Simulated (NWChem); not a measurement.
System: C2H7B; SMILES CBC

Results from NWChem. Pople sets run with spherical d functions. All runs use the structure optimised with B3LYP/6-31G* (spherical d). Field at 589 nm.

For level B3LYP/6-31G*:

```yaml
isotropic polarisability (bohr³): 34.8
anisotropy (bohr³): 10.5
```

Question: Estimate the same quantities for level B3LYP/def2-SVPD.

Answer: 
* **isotropic polarisability (bohr³)**: 43.3
* **anisotropy (bohr³)**: 11.7
